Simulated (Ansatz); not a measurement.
A nudged elastic band was laid between two geometries of BrCl3HIn (6 atoms, charge 0, multiplicity 1).

All numbers below come from RHF/def2-SVP (Ansatz).

```json
{"movable images": "5", "climbing image": "yes", "spring": "5.0 eV/Å²", "optimiser": "quadratic models (default)", "start path": "through a guess of the saddle point", "force threshold": "0.03 eV/Å", "iteration limit": "10", "end points": "relaxed"}
```

Initial state:

```xyz
6
Properties=species:S:1:pos:R:3
In 0.008 0.093 0.076
Cl 0.005 0.703 2.341
Cl 2.019 0.145 -1.107
Cl -2.013 0.040 -1.088
Br 0.083 -2.876 0.997
H 0.087 -2.426 2.337
```

Final state:

```xyz
6
Properties=species:S:1:pos:R:3
In 0.027 -0.715 -0.345
Cl 0.023 0.046 2.522
Cl 2.009 0.362 -0.945
Cl -2.013 0.262 -0.924
Br 0.090 -3.112 0.311
H 0.055 -1.162 2.937
```

**Question.** What changes between the two ends?

**Answer.** Bonds broken: In1–Cl2, Br5–H6. Bonds formed: In1–Br5, Cl2–H6.

**Question.** Give the energies along the band, and the barrier.

**Answer.** It converged. The highest image is number 3 of 0 to 6, 15.9 kcal/mol above the first end and 20.9 kcal/mol above the last; the last end lies 5.0 kcal/mol below the first. Another band between the same ends (5 images) ends at a top of the same energy, where a vibrational analysis finds 1 clearly imaginary mode. The orbitals stay closed-shell, which can raise the energy where a bond breaks towards radicals; this wasn't checked here.

```tsv
image	path coordinate (Å)	energy (kcal/mol)	In1–Cl2 (Å)	Br5–H6 (Å)	In1–Br5 (Å)
0	0.00	0.0	2.35	1.41	3.11
1	0.41	1.1	2.36	1.42	3.06
2	0.83	6.4	2.41	1.45	2.90
3	1.24	15.9	2.54	1.68	2.72
4	1.69	2.9	2.73	2.18	2.57
5	2.13	-3.7	2.89	2.69	2.50
6	2.58	-5.0	2.97	3.27	2.49
```

**Question.** What is the geometry of the highest image?

**Answer.** 
```xyz
6
Properties=species:S:1:pos:R:3:forces:R:3
In 0.020 -0.339 -0.057 0.00 -0.01 0.01
Cl 0.020 0.057 2.448 0.00 -0.01 -0.03
Cl 2.053 0.202 -1.050 0.00 0.01 0.01
Cl -2.047 0.116 -1.022 -0.01 0.00 0.00
Br 0.086 -2.813 1.071 0.00 0.01 0.00
H 0.059 -1.542 2.165 0.00 0.00 0.01
```

The band took 6 iterations and about 3 core-minutes.

Time of the run: 97 s on 2 threads of Arm Neoverse V1, with other jobs on the host, peak memory 0.33 GiB.
